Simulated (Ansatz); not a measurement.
`[GeH][Br]` + H₂S → `[SH][GeH]` + HBr at 500 K and 1 bar (ligand exchange at a Ge–Br bond).

Gas-phase electronic energies from Ansatz, PBE0-D4/def2-TZVP geometries. CBS: MP2 limit from def2 TZ/QZ plus the TZ coupled-cluster correction, frozen cores. This one scheme is used for every species. For Br, Ge outer-core shells are correlated without core-valence functions, which leaves a few kJ/mol of doubt a bond. Scalar relativity is left out up to krypton.

```
    species  CCSD(T)/CBS energy (Eh)  H − E (kJ/mol)  S (J/(mol·K))
`[GeH][Br]`              -4650.03665            38.0          299.7
        H₂S               -398.97279            57.0          224.0
`[SH][GeH]`              -2475.08182            64.8          299.8
        HBr              -2573.91920            30.5          213.7
```

H − E and S are ideal-gas, rigid-rotor, harmonic terms from PBE0-D4/def2-TZVP. 1 Eh = 2625.50 kJ/mol, R = 8.31446 J/(mol·K).

**Question.** By hand: ΔE, ΔH, ΔS and ΔG.

**Answer.** ΔE = (-2475.08182) + (-2573.91920) − (-4650.03665) − (-398.97279) = 0.00842 Eh = 22.1 kJ/mol. Δ(H − E) = 64.8 + 30.5 − 38.0 − 57.0 = 0.3, so ΔH = 22.4 kJ/mol. ΔS = 299.8 + 213.7 − 299.7 − 224.0 = -10.2 J/(mol·K). ΔG = 22.4 − 500 × (-10.2)/1000 = 27.5 kJ/mol.

**Question.** By hand: the equilibrium constant, and the temperature at which ΔG would vanish if ΔH and ΔS stayed fixed.

**Answer.** log₁₀ K = −ΔG/(RT ln 10) = -2.9. ΔH and −TΔS have one sign here, so there is no such temperature.

The number of gas molecules stays the same, so ΔS is small and ΔH decides. A doubt of 5 kJ/mol in ΔE shifts log₁₀ K by 0.5 here. These are equilibria of isolated gas molecules and say nothing of rates. Largest T1 diagnostic: 0.015 (customary marks: 0.02 for closed shells, 0.045 for open ones).
